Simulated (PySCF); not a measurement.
## How exact exchange moves a shielding

Molecule: SMILES C(SBF)(F)=C(F)F, C2HBF4S.

Bonds (- single, = double, # triple, : aromatic): F1-B2 1.315 Å, B2-S3 1.807 Å, S3-C4 1.759 Å, C4-F5 1.330 Å, C4=C6 1.335 Å, C6-F7 1.305 Å, C6-F8 1.305 Å. B2 carries H9.

GIAO shieldings (ppm, equivalent atoms averaged) in PySCF 2.14 on the PBE0-D3(BJ)/def2-SVP geometry, basis pcSseg-1, gas phase, non-relativistic:

| functional | exact exchange (%) | σ(F1) | σ(F7) | σ(F8) | σ(F5) |
| --- | --- | --- | --- | --- | --- |
| BLYP | 0 | 177.4 | 249.2 | 263.5 | 314.1 |
| BP86 | 0 | 177.0 | 249.7 | 264.9 | 316.8 |
| PBE0 | 25 | 198.2 | 266.6 | 283.5 | 337.6 |
| mPW1PW91 | 25 | 199.9 | 266.9 | 284.0 | 337.3 |
| BHandHLYP | 50 | 223.6 | 284.0 | 301.7 | 355.5 |

Question: Fit each shielding as a line in the percentage of exact exchange.

Answer: σ(F1) = 176.8 + 0.92 x (rms 0.8 ppm); σ(F7) = 249.5 + 0.69 x (rms 0.2 ppm); σ(F8) = 264.4 + 0.75 x (rms 0.6 ppm); σ(F5) = 316.0 + 0.81 x (rms 1.3 ppm). The functionals also differ in their semilocal parts, which the line can't hold.

Question: What does the line predict for B3LYP (20 %), and what does the run give?

Answer: σ(F1): 195.2 predicted, 197.0 computed; σ(F7): 263.3 predicted, 264.1 computed; σ(F8): 279.4 predicted, 280.1 computed; σ(F5): 332.2 predicted, 332.3 computed ppm.
